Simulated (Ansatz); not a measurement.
Mg₃S₄⁻ (the lowest doublet isomer of a short search). Charge -1, multiplicity 2. Geometry B3LYP-D4/def2-SVPD, basis def2-TZVPD, Ansatz.

```xyz
7

Mg    1.4650   -2.3185    0.1813
Mg    0.5458    1.8522   -1.2147
Mg   -0.5622   -0.3005    0.4942
S     1.7160   -0.2576   -0.9453
S    -0.4642   -2.4722    1.4583
S    -1.8967    1.3320   -0.8664
S    -0.8038    2.1646    0.8926
```

```tsv
run	HOMO (eV)	LUMO (eV)
A	-2.02	1.94
B	-0.84	0.41
C	-0.35	0.08
D	-0.53	0.03
E	-0.44	0.11
```

The structure comes from a short search, and lower isomers may exist.

HOMO and LUMO are taken over both spins.

Question: The runs used B97M-V, HF, PBE, PBE0, r2SCAN. Estimate which is which.

Answer: A HF (100 % exact exchange); B PBE0 (25 % exact exchange); C B97M-V (0 % exact exchange); D r2SCAN (0 % exact exchange); E PBE (0 % exact exchange). Exact exchange lowers occupied and raises empty levels; among semilocal functionals meta-GGAs tend to open the gap a little, and such runs are hard to tell apart. The gap grows from 0.43 eV (B97M-V) to 3.96 eV (HF).
